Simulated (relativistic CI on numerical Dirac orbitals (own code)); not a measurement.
# Fe+ in a cubic cluster: 2p photoemission with charge transfer

Computed with a charge-transfer multiplet model of a cubic metal-ligand cluster with up to 3 ligand holes, Slater and spin-orbit integrals from Dirac-Coulomb-Breit ions, Slater integrals scaled by 0.9. The ground state mixes d7 with configurations of k ligand holes L, whose averages lie at kΔ + k(k − 1)U_dd/2; a core hole lowers each added d electron by U_cd. 300 K, Lorentzian 0.6 eV and Gaussian 0.8 eV FWHM.

Atomic integrals in eV (Slater integrals scaled, ζ unscaled), ground: F2dd 8.720, F4dd 5.369, zeta_d 0.042; with the core hole: F2dd 10.545, F4dd 6.555, zeta_d 0.067, zeta_core 8.135, F2cd 6.142, G1cd 4.566, G3cd 2.594.

Cluster parameters (eV): U_dd = 6.8, U_cd = 8.5, 10Dq = 0.8, 10Dq(ligand) = 1, V(eg) = 1.9, V(t2g) = -0.84, final-state hopping factor = 0.9.

| Case | n_d | d7 | d8L | d9L2 | d10L3 | S |
| --- | --- | --- | --- | --- | --- | --- |
| Δ = 4 eV | 7.18 | 0.82 | 0.17 | 0.00 | 0.00 | 1.50 |
| Δ = 5 eV | 7.14 | 0.86 | 0.14 | 0.00 | 0.00 | 1.50 |
| Δ = 7 eV | 7.09 | 0.91 | 0.09 | 0.00 | 0.00 | 1.50 |
| Δ = 8 eV | 7.08 | 0.92 | 0.07 | 0.00 | 0.00 | 1.50 |
| Δ = 10 eV | 7.05 | 0.95 | 0.05 | 0.00 | 0.00 | 1.50 |

Weights, n_d and S are thermal averages at 300 K. Binding energies count from the first peak over 30 % of the highest in each spectrum, which can be another peak from case to case. The parameters are a model scan and need not match a compound or its usual spin state. Peaks in eV (height, largest 100):
- Δ = 4 eV: 0.0 (100), 5.4 (80), 7.9 (46), 11.5 (18), 13.7 (59), 19.4 (46)
- Δ = 5 eV: 0.0 (100), 5.3 (70), 13.9 (59), 19.1 (45)
- Δ = 7 eV: 0.0 (100), 4.1 (39), 5.5 (48), 8.7 (16), 14.0 (62), 18.6 (28)
- Δ = 8 eV: 0.0 (100), 4.1 (34), 5.6 (37), 14.1 (64), 18.6 (21)
- Δ = 10 eV: 0.0 (100), 4.6 (25), 9.5 (6), 14.2 (69), 19.4 (11)

For the case Δ = 7 eV, Δ = 7 eV is larger than U_dd = 6.8 eV, the Mott-Hubbard side of the Zaanen-Sawatzky-Allen scheme. With the core hole the configuration with one ligand hole lies at Δ − U_cd = -4.5, -3.5, -1.5, -0.5, 1.5 eV from the one without, in the order of the table; where this is negative the screened configuration lies lower, though the effective hopping of about 2.4 eV (from the holes of the mixed ground state) mixes the two strongly wherever it is as large as the gap.
